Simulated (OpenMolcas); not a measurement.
Levels of Eu2+ by method

```
Program             : OpenMolcas 26.06
Basis               : ANO-RCC-VQZP [9s8p6d4f3g2h]
Scalar Hamiltonian  : DKH2, point nucleus
Active space        : 7 electrons in 7 orbitals (4f)
State averaging     : 2S+1 = 8 odd, 1 root; 2S+1 = 6 odd, 48 roots; 2S+1 = 4 odd, 96 roots kept (CI in the orbitals of an earlier block); 2S+1 = 2 odd, 25 roots kept (CI in the orbitals of an earlier block, 0 in the spin-orbit step)
Spin-orbit coupling : RASSI with atomic mean-field integrals over the reference wave functions, term energies averaged over their components
```

Methods on the same reference wave functions:
A. CASSCF
B. SS-CASPT2, IPEA 0.25 Eh, imaginary shift 0.1 Eh (closed shells correlated: 5s 5p)
C. MS-CASPT2, IPEA 0.25 Eh, imaginary shift 0.1 Eh (closed shells correlated: 5s 5p)

Energies in cm-1 above 4f7 8S* 7/2, the measured ground level; measured values from Martin, Zalubas and Hagan, Atomic Energy Levels: The Rare-Earth Elements, NSRDS-NBS 60 (1978).

```json
{"Level": "4f7 8S* 7/2", "A": "0.0", "B": "0.0", "C": "0.0", "Measured": "0.0"}
{"Level": "4f7 6P* 7/2", "A": "36035", "B": "29460", "C": "29460", "Measured": "28200"}
{"Level": "4f7 6P* 5/2", "A": "36378", "B": "29710", "C": "29710", "Measured": ""}
{"Level": "4f7 6P* 3/2", "A": "37104", "B": "30450", "C": "30450", "Measured": ""}
{"Level": "4f7 6I* 7/2", "A": "39102", "B": "34370", "C": "34370", "Measured": ""}
{"Level": "4f7 6I* 9/2", "A": "39376", "B": "34660", "C": "34660", "Measured": ""}
{"Level": "4f7 6I* 17/2", "A": "39484", "B": "34820", "C": "34820", "Measured": "32073"}
{"Level": "4f7 6I* 11/2", "A": "39623", "B": "34930", "C": "34930", "Measured": "32180"}
{"Level": "4f7 6I* 15/2", "A": "39755", "B": "35090", "C": "35090", "Measured": "32308"}
{"Level": "4f7 6I* 13/2", "A": "39776", "B": "35110", "C": "35110", "Measured": ""}
{"Level": "4f7 6D* 9/2", "A": "44110", "B": "37330", "C": "37330", "Measured": ""}
{"Level": "4f7 6D* 1/2", "A": "44905", "B": "38210", "C": "38210", "Measured": ""}
{"Level": "4f7 6D* 7/2", "A": "45156", "B": "38390", "C": "38390", "Measured": ""}
{"Level": "4f7 6D* 3/2", "A": "45196", "B": "38480", "C": "38480", "Measured": ""}
{"Level": "4f7 6D* 5/2", "A": "45376", "B": "38630", "C": "38630", "Measured": ""}
```

Deviations, from unrounded energies. A percentage is the sum of absolute deviations over the sum of measured energies, with the sign that they share, or ± where signs differ.

```csv
Against measurement,Levels,A,B,C
mean absolute deviation (cm-1),4,7500,2400,2400
other terms of the ground configuration (%),4,+24.2,+7.7,+7.7
```

B, C lie about equally close to measurement and A furthest from it. The largest miss of B in the table is 4f7 6I* 15/2, by +2800 cm-1. The ranking rests on the paired levels alone, and a cruder setting can come out closer through cancelling errors.

Between B and C no level of the table moves by more than 5 cm-1.

The two smallest mean deviations differ by little beside CASPT2's spread within terms, so their order carries little weight.

From A to B the spin-free energies of the other terms of 4f7 shown, above 8S*, scale by factors of 0.82 to 0.88, as is usual when dynamic correlation screens the repulsion within a d or f shell.

The lowest spin-free term lies below A's lowest term by 0.608 hartree in B, 0.608 hartree in C.

CASPT2 breaks the degeneracy within a term, and the mean is taken; among the terms shown or strongly mixed into the levels shown the widest spread is 540 cm-1 (4f7 6I*, C). Only 96 quartet roots enter the spin-orbit mixing, so the splitting and order within the octet and the sextets are unsound, and g values and χT are rough. Without dynamic correlation excited terms often stand tens of per cent too high (terms of higher spin than the ground term too low), and those without a measured partner can miss by more than the paired ones (holds for A). Blocks of more than 70 roots (2S+1 = 4 odd) ran without multistate coupling (holds for C). Measured partners are found by configuration, term and J. A level has none where our copy of the source lacks it or the pairing is in doubt (some pairs that miss far off the trend of their configuration count as doubtful), and it then counts in no deviation. Levels of configurations outside the active space are missing. Levels that lie high or do not pair safely by name in every column are left out.

* marks odd parity.
